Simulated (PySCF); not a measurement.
Successive ionisation energies of osmium

Calculated with PySCF 2.14, two-component X2C-1e (Gaussian nucleus, no Breit or QED terms), each ion in its own even-tempered basis; GMP2 freezes the deep shells of the larger ions and drops the highest virtual spinors; eV.

```
  ion  configuration  GHF (spin-free)  GHF (screened spin-orbit)  GMP2 (screened spin-orbit)             NIST         kind
Os⁶⁶⁺           [Ne]          17026.0                    16574.8                     16576.4       16560 ± 40  theoretical
Os⁶⁷⁺   [He] 2s2 2p5          17363.6                    16915.6                     16917.2       16900 ± 40  theoretical
Os⁶⁸⁺   [He] 2s2 2p4          17704.2                    17288.4                     17288.7       17270 ± 50  theoretical
Os⁶⁹⁺   [He] 2s2 2p3          18157.6                    17636.2                     17636.4       17620 ± 50  theoretical
Os⁷⁰⁺   [He] 2s2 2p2          18505.2                    19634.6                     19636.8       19600 ± 60  theoretical
Os⁷¹⁺   [He] 2s2 2p1          18855.9                    20053.3                     20050.7       20030 ± 60  theoretical
Os⁷²⁺       [He] 2s2          20600.3                    20600.3                     20606.9       20570 ± 70  theoretical
Os⁷³⁺       [He] 2s1          20949.4                    20949.4                     20949.7   20920.6 ± 0.22  theoretical
Os⁷⁴⁺            1s2          84191.5                    84191.5                     84193.5  83976.18 ± 0.22  theoretical
Os⁷⁵⁺            1s1          85751.6                    85751.6                     85751.6  85614.42 ± 0.15  theoretical
```

**Question.** Where is the largest relative jump?

**Answer.** From Os⁷³⁺ to Os⁷⁴⁺: 20949.7 to 84193.5 eV, where the electron removed from 1s2 comes from a deeper shell or subshell.
